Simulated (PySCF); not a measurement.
Isomers of C2H9FSi2, one GFN2-xTB conformer each. Single-point energies are computed at CAM-B3LYP/def2-SVPD (PySCF, gas phase, no added dispersion term), electronic only.

Question: Rank them by CAM-B3LYP/def2-SVPD energy, lowest first (kJ/mol).
A. `[CH3:1][C@H:2]([SiH3:3])[SiH2:4][F:5]` with C1–C2–Si4–F5 -56°
B. `[F:1][SiH2:2][CH2:3][CH2:4][SiH3:5]` with F1–Si2–C3–C4 180°, Si2–C3–C4–Si5 -179°

Answer: A (0.0), B (5.4).

Neighbours under 10 kJ/mol apart (C[C@H]([SiH3])[SiH2]F and F[SiH2]CC[SiH3]) can change places with a better method, another conformer or zero-point energy. GFN2-xTB itself gives, in the same order: 2.4, 0.0. GFN2-xTB puts F[SiH2]CC[SiH3] lowest instead.

Which frontier levels, dipoles and rotational constants go with these structures?

```json
{"SMILES": "C[C@H]([SiH3])[SiH2]F", "HOMO (eV, CAM-B3LYP/def2-SVPD)": "-9.75", "LUMO (eV)": "0.81", "dipole (D)": "1.53", "A, B, C (MHz)": "5343, 1646, 1351"}
{"SMILES": "F[SiH2]CC[SiH3]", "HOMO (eV, CAM-B3LYP/def2-SVPD)": "-9.49", "LUMO (eV)": "0.82", "dipole (D)": "1.81", "A, B, C (MHz)": "11680, 954.2, 910.6"}
```

As an exercise, what shares would exp(−E/RT) give at 500 K from these electronic energies alone (no entropy, no degeneracies)?

RT = 4.157 kJ/mol: C[C@H]([SiH3])[SiH2]F 78.6 %, F[SiH2]CC[SiH3] 21.4 %.
